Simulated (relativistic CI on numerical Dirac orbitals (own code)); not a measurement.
**Nd³⁺: 4d photoemission**

Computed with this model: Dirac-Coulomb-Breit CI, orbitals from a KLI potential per configuration, model QED (radiative potential, 1s self-energy scaled to tabulated hydrogen-like ionisation energies), valence Slater integrals scaled by 0.7, multiplet model of photoemission in the sudden approximation; configurations [Xe] 4f3 → [Kr] 4d9 4f3 5s2 5p6; 300 K; Lorentzian 1.4 eV and Gaussian 0.6 eV FWHM. Energies are those of the free ion, without screening or charge transfer. The energies are binding energies and can lie tens of eV above those of solids. S is read from ⟨S²⟩ = S(S + 1).

Computed curve for free ion, scaled to 100 at the maximum (points under 2 are left out and the grid is thinned):

Energy (eV), Intensity and a bar:
```
    147.8        2.1 
    148.4        2.4 
    149.0        2.9 
    149.4        3.3 
    150.0        4.2 #
    150.6        5.4 #
    151.2        7.2 ##
    151.8       10.5 ###
    152.2       14.2 ####
    152.8       25.5 #######
    153.4       47.9 ##############
    154.0       64.0 ###################
    154.6       68.8 #####################
    155.0       80.2 ########################
    155.6       99.3 ##############################
    156.2       93.1 ############################
    156.8       77.2 #######################
    157.4       61.0 ##################
    157.8       56.5 #################
    158.4       59.7 ##################
    159.0       60.9 ##################
    159.6       54.1 ################
    160.2       41.9 ############
    160.6       34.7 ##########
    161.2       24.5 #######
    161.8       17.0 #####
    162.4       14.3 ####
    163.0       11.6 ###
    163.4        9.1 ##
    164.0        6.3 #
    164.6        4.8 #
    165.2        3.9 #
    165.6        3.4 
    166.2        2.8 
    166.8        2.3 
    167.4        2.0 
    170.2        2.4 
    170.6        3.1 
    171.2        5.5 #
    171.8        9.2 ##
    172.4        8.2 ##
    173.0        4.8 #
    173.4        3.5 
    174.0        2.6 
    174.6        2.7 
    175.2        4.0 #
    175.8        5.1 #
    176.2        4.2 #
    176.8        2.6 
    177.4        2.0 
    178.4        2.4 
    179.0        3.6 
    179.4        5.4 #
    180.0        9.4 ##
    180.6       10.6 ###
    181.2        7.3 ##
    181.8        6.3 #
    182.2        6.4 #
    182.8        4.3 #
    183.4        2.3
```

The ground state has S = 1.47, and the centroid lies at 158.87 eV.
